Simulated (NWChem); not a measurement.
Molecule: Si2H4SClF; SMILES F[SiH2]S[SiH2]Cl

```xyz
9

Si    -0.3661    -2.1057    -0.3665
F      1.0210    -2.9411    -0.4665
S     -0.2497    -0.6355     1.1802
Si     0.8025     0.8930     0.1068
Cl    -0.4569     1.9568    -1.1382
H     -0.5828    -1.4562    -1.6849
H     -1.4491    -3.0424     0.0195
H      1.8627     0.2886    -0.7425
H      1.3528     1.8168     1.1296
```
Atoms are numbered in this order, from 1.

The geometry was optimised at PBE0/def2-SVP.

Task: Give the principal values of the shielding tensors (ppm) of Si1, F2, S3, Si4, Cl5 from B3LYP/6-31G* (spherical d), GIAO (NWChem), with their diamagnetic and paramagnetic parts as GIAO splits them.

Result: 
```
atom    σ11    σ22     σ33  isotropic  diamagnetic  paramagnetic
----  -----  -----  ------  ---------  -----------  ------------
Si1   340.2  387.7   439.3      389.1        879.8        -490.7
F2    309.8  354.1   401.2      355.1        472.4        -117.3
S3    560.2  658.8   793.7      670.9       1057.8        -386.9
Si4   326.1  408.1   433.9      389.4        881.5        -492.1
Cl5   800.6  954.0  1033.6      929.4       1147.8        -218.4
```
